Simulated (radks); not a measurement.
Isoelectronic series with 16 electrons, each ion in its NIST ground configuration. Calculated with a radial shooting solver on a logarithmic mesh with Libxc functionals: scalar-relativistic Kohn-Sham, SCAN, spin-polarised, spherical densities, finite nucleus; open shells are filled with parallel spins first (spin-orbit coupling, left out, can overturn this in heavy ions); meta-GGA in the generalised Kohn-Sham scheme; Fermi nuclear charge, rms radius of each element as measured or else 0.836 A^(1/3) + 0.57 fm. Total energies (hartree) and mean radii <r> (bohr):

ion	configuration	E (hartree)	3p down	3p up
S	[Ne] 3s2 3p4	-399.27744	2.121	2.027
K3+	[Ne] 3s2 3p4	-599.33895	1.304	1.286
Ti6+	[Ne] 3s2 3p4	-842.47334	0.9717	0.9634
Mn9+	[Ne] 3s2 3p4	-1128.89159	0.7795	0.7746
Ni12+	[Ne] 3s2 3p4	-1458.93691	0.6522	0.6489
Ga15+	[Ne] 3s2 3p4	-1833.03731	0.5611	0.5587
Se18+	[Ne] 3s2 3p4	-2251.69472	0.4925	0.4907
Rb21+	[Ne] 3s2 3p4	-2715.48395	0.4388	0.4374
